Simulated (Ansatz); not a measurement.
`[CH3][GeH2][GeH3]` + NH₃ → `[NH2][GeH3]` + `[CH3][GeH3]` at 500 K and 1 bar (cleavage of the Ge–Ge bond).

Program: Ansatz. Geometries: PBE0-D4/def2-TZVP. ΔE: electronic, gas phase. CCSD(T)/CBS adds triple-zeta CCSD(T) − MP2 to the extrapolated MP2 energy (def2 sets, frozen cores). This one scheme is used for every species. For Ge outer-core shells are correlated without core-valence functions, which leaves a few kJ/mol of doubt a bond. Scalar relativity is left out up to krypton.

| species | CCSD(T)/CBS energy (Eh) | H − E (kJ/mol) | S (J/(mol·K)) |
| --- | --- | --- | --- |
| `[CH3][GeH2][GeH3]` | -4195.09161 | 246.0 | 422.2 |
| NH₃ | -56.50880 | 108.2 | 211.8 |
| `[NH2][GeH3]` | -2133.81884 | 158.0 | 315.9 |
| `[CH3][GeH3]` | -2117.76728 | 187.1 | 312.2 |

H − E and S are ideal-gas, rigid-rotor, harmonic terms from PBE0-D4/def2-TZVP. 1 Eh = 2625.50 kJ/mol, R = 8.31446 J/(mol·K).

Problem. By hand: ΔE, ΔH, ΔS and ΔG.

Solution. ΔE = (-2133.81884) + (-2117.76728) − (-4195.09161) − (-56.50880) = 0.01429 Eh = 37.5 kJ/mol. Δ(H − E) = 158.0 + 187.1 − 246.0 − 108.2 = -9.1, so ΔH = 28.4 kJ/mol. ΔS = 315.9 + 312.2 − 422.2 − 211.8 = -5.9 J/(mol·K). ΔG = 28.4 − 500 × (-5.9)/1000 = 31.3 kJ/mol.

Problem. By hand: the equilibrium constant, and the temperature at which ΔG would vanish if ΔH and ΔS stayed fixed.

Solution. log₁₀ K = −ΔG/(RT ln 10) = -3.3. ΔH and −TΔS have one sign here, so there is no such temperature. One of them is within its doubt of zero, so this could turn.

The number of gas molecules stays the same, so ΔS is small and ΔH decides. A doubt of 5 kJ/mol in ΔE shifts log₁₀ K by 0.5 here. These are equilibria of isolated gas molecules and say nothing of rates. Largest T1 diagnostic: 0.011 (customary marks: 0.02 for closed shells, 0.045 for open ones).
